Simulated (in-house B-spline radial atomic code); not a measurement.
Whole-atom quantities along the 25-electron series, configuration 1s2 2s2 2p6 3s2 3p6 3d3/2(4) 3d5/2(3). Breit and QED terms are first order and not part of the total energy; the density at the nucleus is averaged over the nuclear charge. Computed with a B-spline radial code for spherical atoms: Dirac-Hartree-Fock, jj configuration that fills j = l - 1/2 first, finite nuclei.

```
  ion   Z  E/Z² (Eh)  Σ<r²> (bohr²)  n(0)/Z³ (bohr⁻³)  Lamb diamagnetic shielding (ppm)  repulsion over attraction  Breit energy (eV)  self-energy (eV)  vacuum polarisation (eV)
 Co2+  27    -1.9084          15.63           0.86272                           2183.78                    0.15581             14.443            10.566                  -0.90707
 Ni3+  28    -1.9352         12.777           0.87969                            2289.8                    0.15284             16.352            11.993                    -1.051
 Cu4+  29     -1.961         10.789           0.89595                           2395.76                    0.14972             18.433            13.552                   -1.2117
 Zn5+  30    -1.9857         9.2999           0.91356                            2501.8                    0.14653             20.693            15.249                   -1.3906
 Ga6+  31    -2.0094         8.1345           0.93153                           2608.03                    0.14334             23.138            17.092                    -1.589
 Ge7+  32    -2.0322         7.1951           0.95005                           2714.51                    0.14019             25.777            19.087                   -1.8084
 As8+  33    -2.0541         6.4216           0.97011                           2821.28                    0.13709             28.617            21.242                   -2.0504
 Se9+  34    -2.0752          5.774           0.99063                            2928.4                    0.13407             31.666            23.565                   -2.3165
Br10+  35          ?              ?                 ?                                 ?                          ?                  ?                 ?                         ?
Kr11+  36          ?              ?                 ?                                 ?                          ?                  ?                 ?                         ?
Rb12+  37    -2.1338         4.3453            1.0585                           3252.08                    0.12548             42.149             31.62                   -3.2779
Sr13+  38          ?              ?                 ?                                 ?                          ?                  ?                 ?                         ?
Zr15+  40    -2.1865         3.3995            1.1353                           3579.82                    0.11766             54.804            41.478                   -4.5241
Nb16+  41    -2.2029         3.1534            1.1621                           3690.08                    0.11522             59.543            45.206                   -5.0128
Mo17+  42    -2.2189         2.9334            1.1891                           3800.88                    0.11286             64.557             49.17                   -5.5419
Tc18+  43    -2.2344         2.7358            1.2197                           3912.26                    0.11058             69.854             53.38                   -6.1144
Ru19+  44    -2.2495         2.5578            1.2493                           4024.23                    0.10837             75.443            57.846                   -6.7325
Rh20+  45    -2.2641         2.3966            1.2821                           4136.81                    0.10624             81.332            62.579                   -7.3995
Pd21+  46    -2.2784         2.2502            1.3155                           4250.04                    0.10417              87.53            67.588                   -8.1179
Ag22+  47    -2.2923         2.1168            1.3511                           4363.93                    0.10217             94.047            72.886                   -8.8912
Cd23+  48    -2.3059         1.9949            1.3863                           4478.51                    0.10023             100.89            78.483                   -9.7222
In24+  49    -2.3192         1.8832            1.4254                           4593.81                   0.098355             108.07            84.391                   -10.615
Sn25+  50    -2.3322         1.7805            1.4648                           4709.85                   0.096537              115.6            90.623                   -11.573
Sb26+  51    -2.3449         1.6859            1.5063                           4826.67                   0.094774             123.48             97.19                     -12.6
```

Problem. Fill in the row of Br10+.

Solution. E/Z² (Eh): -2.0954; Σ<r²> (bohr²): 5.2246; n(0)/Z³ (bohr⁻³): 1.0123; Lamb diamagnetic shielding (ppm): 3035.89; repulsion over attraction: 0.13112; Breit energy (eV): 34.933; self-energy (eV): 26.064; vacuum polarisation (eV): -2.6086.

Problem. Fill in the row of Kr11+.

Solution. E/Z² (Eh): -2.1149; Σ<r²> (bohr²): 4.7534; n(0)/Z³ (bohr⁻³): 1.0349; Lamb diamagnetic shielding (ppm): 3143.77; repulsion over attraction: 0.12826; Breit energy (eV): 38.424; self-energy (eV): 28.746; vacuum polarisation (eV): -2.9284.

Problem. Fill in the row of Sr13+.

Solution. E/Z² (Eh): -2.1519; Σ<r²> (bohr²): 3.9893; n(0)/Z³ (bohr⁻³): 1.0831; Lamb diamagnetic shielding (ppm): 3360.85; repulsion over attraction: 0.12279; Breit energy (eV): 46.115; self-energy (eV): 34.694; vacuum polarisation (eV): -3.6589.

Problem. With what power of Z does the column «Breit energy (eV)» change over this range?

Solution. A fit of the logarithm of its size against log Z from Z = 27 to 51 has slope 3.37.
